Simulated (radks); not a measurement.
Species: V1.75+. Configuration: [Ne] 3s2 3p5.25 3d4 (fractional occupations, a model configuration).

Method: Dirac Kohn-Sham, LDA (Slater exchange, Perdew-Wang correlation), spin-unpolarised, spherical densities, point nucleus; open shells are shared between the two j in proportion to 2j + 1; computed with a radial shooting solver on a logarithmic mesh with Libxc functionals.

Energy parts (eV):
| part | energy |
|---|---|
| total | -25724.537 |
| kinetic | 25987.153 |
| electron-nucleus | -61032.424 |
| Hartree | 10484.910 |
| exchange-correlation | -1164.176 |

Orbitals (lengths in bohr, moments of r in powers of bohr):
orbital,occ.,eigenvalue (eV),<r^2>,<1/r>
1s1/2,2,-5366.998,0.005957,22.80
2s1/2,2,-615.3320,0.1128,4.803
2p1/2,2,-522.0864,0.09152,4.748
2p3/2,4,-514.9874,0.09326,4.682
3s1/2,2,-83.7699,1.043,1.489
3p1/2,1.75,-58.4700,1.204,1.365
3p3/2,3.5,-57.6288,1.225,1.350
3d3/2,1.6,-19.0017,2.292,1.002
3d5/2,2.4,-18.9307,2.306,0.9984

The highest occupied level is 3d5/2 at -18.931 eV. The density falls to 0.001 e/bohr^3 at r = 3.30 bohr. Summed over all electrons, <r^2> = 18.48 bohr^2, which gives a Langevin (diamagnetic) susceptibility term of -14.6 x 10^-6 cm^3/mol.
